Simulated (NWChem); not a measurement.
System: SnHSF, singlet; SMILES [F][Sn][SH]

NWChem input:

```
start job
memory heap 200 mb stack 900 mb global 1100 mb
geometry units angstroms
  Sn     0.357367     0.422034     0.000622
  F     -1.448845     1.174347    -0.000533
  S     -0.394815    -1.911248     0.000921
  H      0.879268    -2.367558     0.001726
end
basis spherical
  Sn library 3-21g
  F library 3-21g
  S library 3-21g
  H library 3-21g
end
dft
  xc b3lyp
  iterations 150
end
driver
  maxiter 120
end
task dft optimize
task dft freq
```

NWChem printed, in part:

```
             Northwest Computational Chemistry Package (NWChem) 7.3.0
             --------------------------------------------------------

 CS  symmetry detected

                             Geometry "geometry" -> ""
                             -------------------------

 Output coordinates in angstroms (scale by  1.889725989 to convert to a.u.)

  No.       Tag          Charge          X              Y              Z
 ---- ---------------- ---------- -------------- -------------- --------------
    1 Sn                  50.0000     0.33508421     0.46238042     0.00000000
    2 F                    9.0000    -1.51757453     1.09169238     0.00000000
    3 S                   16.0000    -0.25869952    -1.91614930     0.00000000
    4 H                    1.0000     1.04315237    -2.28586354     0.00000000

 Effective nuclear repulsion energy (a.u.)     334.4623851498

      Symmetry information
      --------------------

 Group name             Cs
 Group number              2
 Group order               2
 No. of unique centers     4

                                Z-matrix (autoz)
                                --------

 Units are Angstrom for bonds and degrees for angles

      Type          Name      I     J     K     L     M      Value
      ----------- --------  ----- ----- ----- ----- ----- ----------
    1 Stretch                  1     2                       1.95662
    2 Stretch                  1     3                       2.45153
    3 Stretch                  3     4                       1.35333
    4 Bend                     1     3     4                91.83707
    5 Bend                     2     1     3                94.74462
    6 Torsion                  2     1     3     4         180.00000

                           NWChem Geometry Optimization
                           ----------------------------

 maximum gradient threshold         (gmax) =   0.000450
 rms gradient threshold             (grms) =   0.000300
 maximum cartesian step threshold   (xmax) =   0.001800
 rms cartesian step threshold       (xrms) =   0.001200
 fixed trust radius                (trust) =   0.300000
 source of zmatrix                         =   autoz

          -------------------
          Energy Minimization
          -------------------

 Using diagonal initial Hessian
 Scaling for Hessian diagonals: bonds = 1.00  angles = 0.25  torsions = 0.10

          --------
          Step   0

                                 NWChem DFT Module
                                 -----------------

 Summary of "ao basis" -> "ao basis" (spherical)
 ------------------------------------------------------------------------------
       Tag                 Description            Shells   Functions and Types
 ---------------- ------------------------------  ------  ---------------------
 Sn                          3-21g                  13       31   6s5p2d
 F                           3-21g                   5        9   3s2p
 S                           3-21g                   7       13   4s3p
 H                           3-21g                   2        2   2s

      Symmetry analysis of basis
      --------------------------

        a'         41
        a"         14

            General Information
            -------------------
          SCF calculation type: DFT
          Wavefunction type:  closed shell.
          No. of atoms     :     4
          No. of electrons :    76
           Alpha electrons :    38
            Beta electrons :    38
          Charge           :     0
          Spin multiplicity:     1
          Use of symmetry is: on ; symmetry adaption is: on
          Maximum number of iterations: 150
          AO basis - number of functions:    55
                     number of shells:    27
          Convergence on energy requested:  1.00D-06
          Convergence on density requested:  1.00D-05
          Convergence on gradient requested:  5.00D-04

              XC Information
              --------------
                         B3LYP Method XC Potential
                     Hartree-Fock (Exact) Exchange  0.200
                        Slater Exchange Functional  0.800 local
                    Becke 1988 Exchange Functional  0.720 non-local
              Lee-Yang-Parr Correlation Functional  0.810
                  VWN I RPA Correlation Functional  0.190 local

[...]

      ----------------------
      Optimization converged
      ----------------------

  Step       Energy      Delta E   Gmax     Grms     Xrms     Xmax
  ---- ---------------- -------- -------- -------- -------- --------
@    7   -6495.03999837 -6.6D-08  0.00004  0.00002  0.00053  0.00129
                                     ok       ok       ok       ok

                                Z-matrix (autoz)
                                --------

 Units are Angstrom for bonds and degrees for angles

      Type          Name      I     J     K     L     M      Value     Gradient
      ----------- --------  ----- ----- ----- ----- ----- ---------- ----------
    1 Stretch                  1     2                       1.93040   -0.00001
    2 Stretch                  1     3                       2.54607    0.00000
    3 Stretch                  3     4                       1.37595    0.00004
    4 Bend                     1     3     4                97.74812   -0.00001
    5 Bend                     2     1     3                94.50044   -0.00001
    6 Torsion                  2     1     3     4         180.00000    0.00000

                         Geometry "geometry" -> "geometry"
                         ---------------------------------

 Output coordinates in angstroms (scale by  1.889725989 to convert to a.u.)

  No.       Tag          Charge          X              Y              Z
 ---- ---------------- ---------- -------------- -------------- --------------
    1 Sn                  50.0000     0.31042527     0.56029776     0.00000000
    2 F                    9.0000    -1.53763140     1.11808159     0.00000000
    3 S                   16.0000    -0.23172638    -1.92737691     0.00000000
    4 H                    1.0000     1.06089505    -2.39894250     0.00000000

 Effective nuclear repulsion energy (a.u.)     328.5363852248

      Symmetry information
      --------------------

 Group name             Cs
 Group number              2
 Group order               2
 No. of unique centers     4

                Final and change from initial internal coordinates
                --------------------------------------------------

                                Z-matrix (autoz)
                                --------

 Units are Angstrom for bonds and degrees for angles

      Type          Name      I     J     K     L     M      Value       Change
      ----------- --------  ----- ----- ----- ----- ----- ---------- ----------
    1 Stretch                  1     2                       1.93040   -0.02623
    2 Stretch                  1     3                       2.54607    0.09454
    3 Stretch                  3     4                       1.37595    0.02262
    4 Bend                     1     3     4                97.74812    5.91105
    5 Bend                     2     1     3                94.50044   -0.24418
    6 Torsion                  2     1     3     4         180.00000    0.00000

[...]

 Rotational Constants
 --------------------
 A=   0.285138 cm-1  (  0.410241 K)
 B=   0.092549 cm-1  (  0.133154 K)
 C=   0.069871 cm-1  (  0.100526 K)

 Temperature                      =   298.15K
 frequency scaling parameter      =   1.0000

 Zero-Point correction to Energy  =    6.360 kcal/mol  (  0.010135 au)
 Thermal correction to Energy     =    9.273 kcal/mol  (  0.014778 au)
 Thermal correction to Enthalpy   =    9.866 kcal/mol  (  0.015722 au)

 Total Entropy                    =   74.213 cal/mol-K
   - Translational                =   41.279 cal/mol-K (mol. weight = 169.8801)
   - Rotational                   =   26.261 cal/mol-K (symmetry #  =        1)
   - Vibrational                  =    6.673 cal/mol-K

 Cv (constant volume heat capacity) =   13.158 cal/mol-K
   - Translational                  =    2.979 cal/mol-K
   - Rotational                     =    2.979 cal/mol-K
   - Vibrational                    =    7.199 cal/mol-K

[normal modes left out]

 ----------------------------------------------------------------------------
 Normal Eigenvalue ||           Projected Infra Red Intensities
  Mode   [cm**-1]  || [atomic units] [(debye/angs)**2] [(KM/mol)] [arbitrary]
 ------ ---------- || -------------- ----------------- ---------- -----------
    1       -0.000 ||    0.000325           0.007         0.317       0.229
    2        0.000 ||    0.001628           0.038         1.587       1.148
    3        0.000 ||    0.002295           0.053         2.238       1.618
    4        0.000 ||    0.004667           0.108         4.549       3.290
    5        0.000 ||    0.001557           0.036         1.518       1.097
    6        0.000 ||    0.000603           0.014         0.588       0.425
    7      120.245 ||    0.004519           0.104         4.406       3.186
    8      300.243 ||    0.018617           0.430        18.149      13.124
    9      310.907 ||    0.039902           0.921        38.899      28.128
   10      610.827 ||    0.044074           1.017        42.966      31.069
   11      647.386 ||    0.027784           0.641        27.085      19.586
   12     2461.153 ||    0.024258           0.560        23.648      17.100
 ----------------------------------------------------------------------------
```

Level: B3LYP/3-21G, non-relativistic. Low-valent species are run as closed-shell singlets; no triplet was tried in these runs.
